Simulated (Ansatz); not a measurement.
Reaction (isomerisation): `CCB(F)S` → `CBSCF`

Calculated with Ansatz (gas phase, PBE0-D4/def2-TZVP geometries, no zero-point term in ΔE). CBS: MP2 limit from def2 TZ/QZ plus the TZ coupled-cluster correction, frozen cores. Each species was taken in one conformer, which may not be the lowest.

```json
{"level": "MP2/def2-QZVPP", "ΔE (kcal/mol)": "53.2"}
{"level": "SCS-MP2/def2-QZVPP", "ΔE (kcal/mol)": "52.4"}
```

Problem. What does CCSD(T)/CBS give? (An estimate is asked.)

Solution. Ansatz gave: +51.9 kcal/mol. The listed levels differ from it by 1.3, 0.5 kcal/mol.

Largest T1 diagnostic among the species: 0.013.

From PBE to PBE0 (25 % exact exchange), in def2-TZVPP and without D4, ΔE moves by +1.8 kcal/mol.
